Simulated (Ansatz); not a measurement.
CH4AlClGe. Total charge 0; spin multiplicity 1. Correlated methods include outer-core shells of Ge, which these sets cover unevenly. Scalar relativity is left out up to krypton. The bonds changed during the relaxation, so this is another structure than the one it started from.

```json
{"atom": "Cl1", "x (Å)": "0.117", "y (Å)": "-1.414", "z (Å)": "-1.733"}
{"atom": "Ge2", "x (Å)": "-0.151", "y (Å)": "1.120", "z (Å)": "-1.279"}
{"atom": "C3", "x (Å)": "0.814", "y (Å)": "0.625", "z (Å)": "0.443"}
{"atom": "Al4", "x (Å)": "-0.419", "y (Å)": "-0.846", "z (Å)": "0.361"}
{"atom": "H5", "x (Å)": "-1.532", "y (Å)": "0.417", "z (Å)": "-0.505"}
{"atom": "H6", "x (Å)": "0.612", "y (Å)": "1.384", "z (Å)": "1.206"}
{"atom": "H7", "x (Å)": "1.887", "y (Å)": "0.514", "z (Å)": "0.294"}
{"atom": "H8", "x (Å)": "-1.328", "y (Å)": "-1.801", "z (Å)": "1.214"}
```

(1) Give the diagnostics of a CCSD(T)/def2-TZVPP run (frozen core, Ansatz). (An estimate is asked.)

## Answers

(1) Computed: T1 = 0.0125, largest single amplitude 0.019, largest double 0.037, (T) share of the correlation energy 4.2 %, 10 CCSD cycles. The RHF solution is stable towards an unrestricted one. T1 lies under the customary mark of 0.02 for closed shells.
